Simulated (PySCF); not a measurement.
H6O3Si2, SMILES O[Si]([SiH3])(O)O. Heavy atoms are numbered as in [OH:1][Si:2]([OH:3])([OH:4])[SiH3:5]. Hydrogens are named by the atom that carries them.

The structure is a stationary point at r2SCAN-D4/def2-SVP. The values are those of a single conformer.

Level of theory: PySCF with PBE/pcSseg-1.

GIAO shieldings, no solvent; atoms alike by connectivity are averaged. δ = σ(ref) − σ: ¹⁷O against H2O (σ = 334.3 ppm); ²⁹Si against TMS (σ = 335.4 ppm); ¹H against TMS (σ = 31.49 ppm), references at their B3LYP-D3(BJ)/def2-TZVP geometries, non-relativistic.

| nucleus | atoms | count | δ (ppm) |
|---|---|---|---|
| ¹⁷O | O1 (OH) | 3 | 90.0 |
| ²⁹Si | Si2 | 1 | -30.3 |
| ²⁹Si | Si5 (SiH3) | 1 | -129.2 |
| ¹H | H on Si5 | 3 | 3.45 |
| ¹H | H on O1 | 3 | 2.33 |
